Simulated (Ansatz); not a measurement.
Geometry optimisation, Ansatz, UKS PBE0-D4/def2-SVP.

Input file:

```yaml
crystal:
  periodic: [false, false, false]
  atoms:
    - { symbol: Sn, position_ang: [-1.0026, -0.9017, -0.1761] }
    - { symbol: H, position_ang: [1.2241, -1.015, 0.0862] }
    - { symbol: H, position_ang: [-0.6465, -1.8656, -1.5556] }
    - { symbol: H, position_ang: [-0.9974, -1.3764, 1.4448] }
    - { symbol: H, position_ang: [-2.5411, -0.2256, -0.5269] }
    - { symbol: H, position_ang: [0.9046, 1.3469, 0.4147] }
    - { symbol: O, position_ang: [-0.3152, 1.3805, 0.061] }
    - { symbol: H, position_ang: [1.7043, -0.2041, 0.3541] }
    - { symbol: F, position_ang: [2.0159, 0.9351, 0.6184] }
    - { symbol: H, position_ang: [-0.346, 1.9258, -0.7205] }
magnetization:
  spin_polarized: true
basis:
  gaussian: { orbitals: def2-SVP }
hamiltonian:
  xc: pbe0
  dispersion: d4
relax:
  f_tol: 0.15
  max_steps: 25
  restrain:
    - { distance: [0, 6], at: 3.35, k: 30.0 }
    - { distance: [5, 8], at: 2.18, k: 30.0 }
    - { distance: [7, 1], at: 1.92, k: 30.0 }
    - { distance: [0, 1], at: 1.7, k: 30.0 }
    - { distance: [5, 6], at: 0.97, k: 30.0 }
    - { distance: [7, 8], at: 0.88, k: 30.0 }
```

Launched with:

```bash
$ ansatz run input.yaml --threads 2 --pin off --max-ram 3072MiB --backend cpu --events-out ev --progress --plain --runs-dir out
```

Problem. Where does it end, and by what steps?

Solution. It converged. The restraints hold the end off the free minimum. After 14 steps the energy has fallen by 1.501 eV (the restraints' own energy left out); H3 moved furthest, 1.35 Å. Joined: Sn1–H2 (2.24 → 1.71 Å), H6–O7 (1.27 → 0.97 Å), H8–F9 (1.21 → 0.91 Å).

```
step  energy less start (eV)  largest force component (eV/Å)  accepted
   0                  0.0000                           1.681       yes
   1                  0.0634                           2.483       yes
   2                  0.3127                           4.767       yes
   3                  0.1047                           3.052       yes
   4                 -0.5478                           1.444       yes
   5                 -1.0318                           0.860       yes
   6                 -1.2574                           0.851       yes
   7                 -1.3683                           0.903       yes
   8                 -1.4307                           0.882       yes
   9                 -1.4690                           0.732       yes
  10                 -1.4831                           0.444        no
  11                 -1.4849                           0.754       yes
  12                 -1.4957                           0.694       yes
  13                 -1.4968                           0.605        no
  14                 -1.5005                           0.759       yes
```

```xyz
10
Properties=species:S:1:pos:R:3
Sn -0.897 -1.367 -0.346
H 0.755 -1.038 -0.625
H -1.166 -2.953 -0.950
H -1.224 -1.330 1.327
H -1.862 -0.271 -1.228
H 0.609 1.922 0.784
O -0.311 1.816 0.508
H 1.957 0.130 0.306
F 2.478 0.830 0.571
H -0.339 2.260 -0.347
```

The run took 30 s on 2 threads of AMD EPYC 9R14 (Zen 4), on a shared host, peak memory 0.28 GiB.
